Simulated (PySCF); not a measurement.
PySCF input for 2H-pyran-5-one (C5H6O2), SMILES O=C1C=CCOC1, B3LYP-D3(BJ)/def2-SVP. Coordinates come from a B3LYP-D3(BJ)/def2-SVP optimisation. The values are those of a single conformer.

```python
import numpy as np
from pyscf import gto, scf, dft, df
from pyscf.hessian import thermo

mol = gto.M(
    atom='''
    O     2.13405017   -0.90709180   -0.22205159
    C     1.03613317   -0.39915447   -0.11800142
    C     0.81434460    1.06259932   -0.11714428
    C    -0.43608965    1.55426466   -0.07795350
    C    -1.62889361    0.65707355    0.08332203
    O    -1.30039096   -0.60776972    0.59799931
    C    -0.23743711   -1.24323856   -0.07475436
    H     1.69874770    1.69773527   -0.21180663
    H    -0.62274239    2.62955988   -0.17356059
    H    -2.15108756    0.57205470   -0.89861096
    H    -2.35170553    1.10831232    0.78222677
    H    -0.02235874   -2.18595821    0.44668312
    H    -0.50847154   -1.49207855   -1.12532446
    ''',
    basis='def2-SVP',
    charge=0,
    spin=0,
    max_memory=1600,
    verbose=3,
)
mf = dft.RKS(mol, xc='b3lyp').density_fit(auxbasis='def2-universal-jkfit')
mf.disp = 'd3bj'
mf.grids.level = 3
mf.conv_tol = 1e-11
mf.max_cycle = 100
mf.kernel()

# [left out here: the lines that compute and print the analytic Hessian (its translational invariance restored by hand, since the grid's response is missing), thermochemistry and intensities]
```

Log of the run:

```
converged SCF energy = -344.315854016596

WARN: DFTD3 does not support analytical Hessian, using finite difference


WARN: Mole.unit (angstrom) is changed to Bohr

Mode                                 0                   1                   2
Irrep
Freq [cm^-1]                      110.5601            253.9953            311.3173
Reduced mass [au]                   3.0828              2.4914              2.5143
Force const [Dyne/A]                0.0222              0.0947              0.1436
Char temp [K]                     159.0714            365.4426            447.9163
Normal mode                   x     y     z       x     y     z       x     y     z
       0   O                -0.01  0.01 -0.13    0.02  0.02 -0.00   -0.01 -0.00  0.06
       1   C                 0.00  0.00  0.02    0.01  0.01  0.00   -0.02  0.00 -0.09
       2   C                 0.01  0.00  0.10    0.01 -0.00 -0.06   -0.01  0.01 -0.13
       3   C                 0.01  0.00  0.03    0.02  0.01  0.03    0.01  0.03  0.14
       4   C                 0.00 -0.01 -0.11   -0.00  0.05  0.06    0.02 -0.02 -0.05
       5   O                -0.03  0.02  0.00   -0.09 -0.04 -0.12    0.01  0.00  0.02
       6   C                 0.02 -0.02  0.11    0.04 -0.04  0.08   -0.01 -0.02  0.01
       7   H                 0.02  0.00  0.17    0.01 -0.01 -0.14    0.00 -0.00 -0.09
       8   H                 0.02  0.01  0.06    0.02  0.01  0.05    0.03  0.06  0.39
       9   H                 0.15 -0.08 -0.18   -0.13  0.24  0.11    0.24 -0.07 -0.16
      10   H                -0.11 -0.01 -0.23    0.11  0.03  0.20   -0.17 -0.08 -0.20
      11   H                 0.04  0.06  0.24    0.07  0.08  0.27    0.05  0.02  0.06
      12   H                 0.05 -0.17  0.14    0.17 -0.27  0.10   -0.06 -0.09  0.04
Mode                                 3                   4                   5
Irrep
Freq [cm^-1]                      433.7521            483.4665            503.1237
Reduced mass [au]                   5.0842              3.5199              6.5015
Force const [Dyne/A]                0.5636              0.4848              0.9696
Char temp [K]                     624.0726            695.6007            723.8830
Normal mode                   x     y     z       x     y     z       x     y     z
       0   O                -0.07 -0.10 -0.01    0.10  0.07 -0.03   -0.07  0.11  0.01
       1   C                 0.03  0.09  0.04    0.05 -0.03  0.05   -0.10  0.03  0.00
       2   C                 0.07  0.10 -0.03    0.03 -0.06 -0.05    0.06  0.02  0.01
       3   C                 0.01 -0.03  0.00    0.03 -0.06  0.03    0.08  0.02 -0.04
       4   C                 0.01 -0.06  0.01   -0.03  0.00 -0.00    0.11 -0.03  0.01
       5   O                -0.06 -0.07  0.01   -0.11 -0.01  0.03   -0.03 -0.08  0.02
       6   C                 0.03  0.10  0.02   -0.06  0.04  0.02   -0.06 -0.06 -0.01
       7   H                 0.01  0.17 -0.11    0.01 -0.05 -0.17    0.14 -0.09 -0.01
       8   H                -0.09 -0.05 -0.04    0.06 -0.06 -0.01    0.01  0.00 -0.11
       9   H                 0.07 -0.05 -0.03    0.09 -0.01 -0.07    0.13 -0.03  0.00
      10   H                -0.02 -0.03 -0.05   -0.09  0.05 -0.10    0.12  0.02 -0.02
      11   H                 0.10  0.06 -0.08   -0.19 -0.09 -0.17    0.02 -0.05 -0.02
      12   H                 0.09  0.19 -0.02   -0.04  0.29 -0.05   -0.09 -0.07 -0.00
Mode                                 6                   7                   8
Irrep
Freq [cm^-1]                      582.2801            737.1491            755.2591
Reduced mass [au]                   2.4043              1.6602              3.4585
Force const [Dyne/A]                0.4803              0.5315              1.1623
Char temp [K]                     837.7714           1060.5934           1086.6497
Normal mode                   x     y     z       x     y     z       x     y     z
       0   O                 0.04  0.01  0.04    0.06 -0.03  0.02   -0.06  0.04  0.01
       1   C                 0.03  0.03 -0.14    0.05 -0.00 -0.08   -0.05  0.04 -0.02
       2   C                 0.06  0.01  0.03    0.01  0.05  0.08    0.03 -0.09  0.03
       3   C                 0.02 -0.08 -0.05   -0.02  0.04  0.03    0.02 -0.14  0.06
       4   C                -0.04 -0.02 -0.01    0.01  0.01  0.04   -0.02 -0.01  0.01
       5   O                -0.06 -0.00  0.04   -0.04 -0.01  0.02    0.05  0.06 -0.03
       6   C                -0.04  0.04 -0.01   -0.05 -0.04 -0.05    0.03  0.08 -0.02
       7   H                 0.04  0.09  0.38   -0.06  0.09 -0.34    0.00 -0.10 -0.25
       8   H                 0.02 -0.06  0.22   -0.10 -0.02 -0.50    0.06 -0.16 -0.22
       9   H                -0.19 -0.03  0.07    0.21  0.02 -0.07    0.05  0.05 -0.04
      10   H                 0.11  0.11  0.06   -0.16 -0.04 -0.10   -0.06 -0.02 -0.02
      11   H                 0.10  0.14  0.11    0.03  0.06  0.11    0.13  0.18  0.11
[...]
       1   C                -0.03 -0.05 -0.00   -0.02 -0.05  0.01   -0.01 -0.01 -0.00
       2   C                -0.03  0.10 -0.00   -0.01  0.10 -0.00    0.00  0.01 -0.00
       3   C                -0.05 -0.03  0.00   -0.07 -0.08  0.01   -0.01 -0.01  0.00
       4   C                -0.03 -0.06  0.02    0.08  0.08 -0.03    0.04  0.00  0.00
       5   O                 0.02  0.01 -0.01   -0.03 -0.00  0.01    0.01 -0.02 -0.00
       6   C                -0.06 -0.00  0.01    0.05  0.03 -0.01    0.01 -0.05 -0.03
       7   H                 0.19 -0.19  0.00    0.22 -0.21 -0.00    0.02 -0.01 -0.00
       8   H                 0.43  0.05 -0.03    0.33 -0.02 -0.02    0.04  0.00 -0.00
       9   H                 0.23  0.21 -0.14   -0.16 -0.19  0.13   -0.27  0.13  0.14
      10   H                 0.21  0.32  0.01   -0.14 -0.38  0.04   -0.21  0.03 -0.26
      11   H                 0.27  0.07  0.02   -0.11 -0.04 -0.08   -0.00  0.27  0.54
      12   H                 0.19  0.11 -0.07   -0.08 -0.15  0.06   -0.15  0.54 -0.10
Mode                                24                  25                  26
Irrep
Freq [cm^-1]                     1456.0267           1692.6400           1814.7819
Reduced mass [au]                   1.1169              7.0514             11.8162
Force const [Dyne/A]                1.3951             11.9029             22.9286
Char temp [K]                    2094.8982           2435.3321           2611.0671
Normal mode                   x     y     z       x     y     z       x     y     z
       0   O                 0.00 -0.00  0.00    0.02 -0.02 -0.00    0.13 -0.06 -0.01
       1   C                -0.00  0.00 -0.00   -0.01  0.01  0.00   -0.21  0.09  0.02
       2   C                 0.00 -0.00 -0.00   -0.17  0.09  0.01    0.02 -0.02 -0.00
       3   C                -0.00  0.01 -0.00    0.20 -0.05 -0.01   -0.01  0.00  0.00
       4   C                 0.04 -0.06  0.02   -0.03 -0.00  0.00    0.00  0.00 -0.00
       5   O                 0.02  0.00 -0.00    0.00  0.00 -0.00    0.00  0.00 -0.00
       6   C                -0.03  0.03  0.02   -0.00  0.00  0.00    0.01 -0.00 -0.00
       7   H                -0.01  0.01 -0.00   -0.03 -0.14  0.02   -0.04  0.06 -0.00
       8   H                 0.05  0.02  0.00   -0.13 -0.12  0.01    0.00  0.00  0.00
       9   H                -0.39  0.35  0.20   -0.04 -0.01  0.02   -0.00 -0.01  0.00
      10   H                -0.31  0.19 -0.48   -0.07 -0.05 -0.01    0.00 -0.00  0.00
      11   H                 0.04 -0.14 -0.30    0.01  0.00  0.00   -0.06 -0.01  0.00
      12   H                 0.13 -0.27  0.05   -0.01  0.00 -0.00   -0.01  0.01  0.00
Mode                                27                  28                  29
Irrep
Freq [cm^-1]                     2917.1395           2944.1552           3079.4545
Reduced mass [au]                   1.0736              1.0720              1.0895
Force const [Dyne/A]                5.3826              5.4748              6.0874
Char temp [K]                    4197.1142           4235.9838           4430.6494
Normal mode                   x     y     z       x     y     z       x     y     z
       0   O                 0.00  0.00 -0.00    0.00  0.00 -0.00   -0.00 -0.00 -0.00
       1   C                -0.00 -0.00  0.00   -0.00 -0.00  0.00    0.00  0.00  0.00
       2   C                -0.00  0.00  0.00    0.00 -0.00  0.00    0.00 -0.00  0.00
       3   C                 0.00  0.00  0.00   -0.00  0.00 -0.00    0.00 -0.00  0.00
       4   C                 0.04  0.01  0.06    0.00 -0.00  0.00   -0.05  0.03  0.06
       5   O                 0.00 -0.00  0.00   -0.00  0.00  0.00   -0.00  0.00 -0.00
       6   C                -0.00 -0.00 -0.00    0.02  0.03  0.07    0.00  0.00 -0.00
       7   H                -0.00 -0.00  0.00   -0.00 -0.00  0.00    0.00  0.00  0.00
       8   H                 0.01 -0.01  0.00    0.00 -0.00 -0.00   -0.01  0.04 -0.01
       9   H                -0.44 -0.09 -0.84   -0.01  0.01 -0.02   -0.05 -0.01 -0.07
      10   H                -0.06  0.05  0.08    0.01 -0.00 -0.01    0.62 -0.38 -0.61
      11   H                -0.00  0.01 -0.01    0.04 -0.12  0.08    0.00 -0.02  0.01
      12   H                 0.01 -0.00  0.02   -0.25 -0.20 -0.90    0.00  0.00  0.01
Mode                                30                  31                  32
Irrep
Freq [cm^-1]                     3128.8356           3161.8790           3195.4347
Reduced mass [au]                   1.0933              1.0897              1.0980
Force const [Dyne/A]                6.3059              6.4185              6.6057
Char temp [K]                    4501.6978           4549.2399           4597.5191
Normal mode                   x     y     z       x     y     z       x     y     z
       0   O                -0.00  0.00 -0.00   -0.00  0.00 -0.00    0.00 -0.00 -0.00
       1   C                 0.00 -0.00  0.00    0.00 -0.00 -0.00   -0.00  0.00  0.00
       2   C                -0.00  0.00  0.00   -0.02 -0.02  0.00   -0.07 -0.04  0.01
       3   C                 0.00 -0.00  0.00   -0.01  0.08 -0.01    0.01 -0.03  0.00
       4   C                -0.00  0.00  0.00   -0.00  0.00  0.00    0.00  0.00 -0.00
       5   O                 0.00  0.00 -0.00    0.00 -0.00  0.00   -0.00  0.00  0.00
       6   C                 0.02 -0.07  0.05    0.00 -0.00  0.00    0.00  0.00 -0.00
       7   H                 0.00  0.00 -0.00    0.22  0.16 -0.02    0.73  0.53 -0.08
       8   H                -0.00  0.02 -0.00    0.15 -0.90  0.08   -0.05  0.27 -0.02
       9   H                 0.00  0.00  0.00    0.00  0.00  0.00   -0.00 -0.00 -0.00
      10   H                 0.01 -0.01 -0.01    0.03 -0.02 -0.03   -0.01  0.01  0.01
      11   H                -0.18  0.81 -0.46   -0.00  0.01 -0.01    0.00 -0.01  0.00
      12   H                -0.04 -0.04 -0.12   -0.00 -0.00 -0.00   -0.00 -0.00 -0.00
temperature 298.1500 [K]
pressure 101325.00 [Pa]
Rotational constants [GHz] 5.05171 2.64432 1.81176
Symmetry number 1
Zero-point energy (ZPE) 0.10279 [Eh]   269883.866 [J/mol]
                           tot       elec      trans        rot        vib
Entropy [J/mol/K]       322.517      0.000    165.941    112.915     43.660
Cv [J/mol/K]             91.192      0.000     12.472     12.472     66.249
Cp [J/mol/K]             99.507      0.000     20.786     12.472     66.249
Internal energy [J/mol]                      3718.434   3718.434 277934.978
Internal energy [Eh]   -344.20716  -344.31585
Enthalpy [J/mol]                             6197.391   3718.434 277934.978
Enthalpy [Eh]          -344.20622
Gibbs free energy [J/mol]                  -43277.907 -29947.294 264917.700
Gibbs free energy [Eh] -344.24284
mode   freq/cm-1   IR/(km/mol)
   1      110.56         3.347
   2      254.00         7.193
   3      311.32         1.573
   4      433.75        19.906
   5      483.47         1.098
   6      503.12         3.573
   7      582.28         3.323
   8      737.15        21.516
   9      755.26         7.476
  10      868.30        12.370
  11      918.22         5.483
  12      990.13         8.327
  13     1002.44        29.001
  14     1023.74         1.855
  15     1055.63         4.405
  16     1126.26        29.802
  17     1198.80        43.366
  18     1227.30         4.493
  19     1276.83        82.015
  20     1291.26         3.889
  21     1346.97        20.101
  22     1386.50         9.956
  23     1406.79        11.805
  24     1440.63         1.335
  25     1456.03        12.928
  26     1692.64        11.308
  27     1814.78       228.995
  28     2917.14        46.707
  29     2944.16        42.262
  30     3079.45        15.687
  31     3128.84         7.322
  32     3161.88         6.122
  33     3195.43         3.807
max |gradient| / (hartree/bohr): 4.904710227011732e-05
APT charges: [-0.6814  0.7761 -0.2728  0.0817  0.442  -0.6544  0.3424  0.0416  0.0286
 -0.0583 -0.0054  0.0116 -0.0516]
```

Self-consistency was reached.

Cost: about 3 core-minutes (a rough figure).
